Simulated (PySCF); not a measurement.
[VCl6]2-: what the settings change

The complex [VCl6]2- (charge -2) contains V(IV), shell d1. The structure is a PBE0-D3(BJ)/def2-SVP, IEF-PCM water geometry optimised for multiplicity 2; coordination octahedral, point group Oh, metal–donor distances 2.32 Å.

The d shell alone is too small an active space for [VCl6]2- (an active orbital has only 0.69 squared overlap with the free ion's shell): its levels, fitted parameters, g values and moments show what this model gives and aren't sound predictions.

```
7

V     0.0000    0.0000    0.0000
Cl    0.0000    0.0000    2.3170
Cl    0.0000    0.0000   -2.3170
Cl    2.3170    0.0000    0.0000
Cl   -2.3170    0.0000    0.0000
Cl    0.0000    2.3170    0.0000
Cl    0.0000   -2.3170    0.0000
```

Method (PySCF 2.14, density fitting): CASSCF(1,5) with orbitals averaged over all microstates of the shell, strongly contracted NEVPT2 on the averaged canonical orbitals; basis x2c-TZVPall on the metal, x2c-SVPall elsewhere; spin-free X2C; IEF-PCM water; spin-orbit coupling by state interaction with the mean-field operator over all roots.

Base run: NEVPT2 ground state 2T2g, next 2Eg at 20441, 10Dq(NEVPT2) 20441, ζ 169 cm⁻¹, μeff(300 K) 1.73 μB.

Question: What happens with the basis x2c-TZVPall on all atoms?

Answer: NEVPT2 ground state 2T2g, next 2Eg at 19815, 10Dq(NEVPT2) 19815, ζ 169 cm⁻¹, μeff(300 K) 1.73 μB. It took 42 s against 14 s on a shared host of the same kind.

Charge-transfer states lie outside this active space and may come lower than some of these levels. The ground state is orbitally degenerate in this regular structure, which would distort (Jahn–Teller), so its moment is that of the undistorted model. NEVPT2 lifts 2Eg from 17025 to 20441 cm⁻¹; on the d shell alone it tends to overshoot states that fill the eg-type orbitals. NEVPT2 on the d shell alone tends to put d–d bands too high for such charged or covalently bound ions.
